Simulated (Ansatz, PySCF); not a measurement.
Stretching the Ga1–I4 bond in GaH2I (SMILES [GaH2][I]) (multiplicity 1 held, fragments rigid). Energies count from the point at 2.512 Å.
Geometry at that point (charge 0, multiplicity 1):
```xyz
4

Ga    -0.821    -1.276     0.215
H     -0.271    -2.265     1.287
H     -2.099    -1.418    -0.666
I      0.525     0.816    -0.138
```

R- and RO- levels are restricted; in cc, def2 and unpolarised 6-31G sets they are followed outwards from rest. Active spaces are followed from a long bond inwards. Left out are points that failed, MP2 points in a non-variational dive below the minimum, coupled-cluster points behind a sign of a changed root (a jump of the amplitudes, or a one-step jump against full CI or MRCI), small-basis points behind a change of solution, and semi-empirical points at long bonds. Curves can end on different states.

Correlated levels freeze the cores. Filled d and f shells under p-block atoms count as core. Rows in 3-21G carry no dispersion term and start afresh at each structure; the Pople sets are all-electron and without relativity.

Run with Ansatz (a program for electronic structure); PySCF for 3-21G rows.  In def2 rows elements past Kr take small-core potentials, without spin–orbit coupling.

Energies in kcal/mol.

```csv
R (Å),R-HF/3-21G,R-PBE/def2-TZVPP,R-r2SCAN/def2-TZVPP,R-B3LYP/def2-TZVPP,"FIC-MRCISD+Q on CASSCF(6,4)/def2-TZVPP"
2.010,80.1,57.9,55.5,59.5,64.1
2.261,18.3,9.8,8.6,10.3,11.5
2.512,0.0,0.0,0.0,0.0,0.0
2.763,1.4,5.4,6.7,5.3,5.4
3.015,11.1,16.3,18.6,16.1,17.0
3.392,29.5,33.9,37.7,33.9,36.3
3.768,47.2,49.1,54.0,49.5,53.0
4.396,71.5,66.8,73.2,68.2,72.1
5.025,89.4,76.9,84.2,79.6,80.0
5.778,104.2,83.1,90.9,87.1,82.3
6.783,116.0,86.6,94.7,91.9,82.8
8.039,left out,88.3,96.4,94.6,82.9
```

Doubts at one or more of the structures used: a restricted determinant that unrestricted orbitals would lower (R-HF/3-21G, R-PBE/def2-TZVPP, R-r2SCAN/def2-TZVPP, R-B3LYP/def2-TZVPP); active orbitals that take no part (FIC-MRCISD+Q on CASSCF(6,4)/def2-TZVPP).
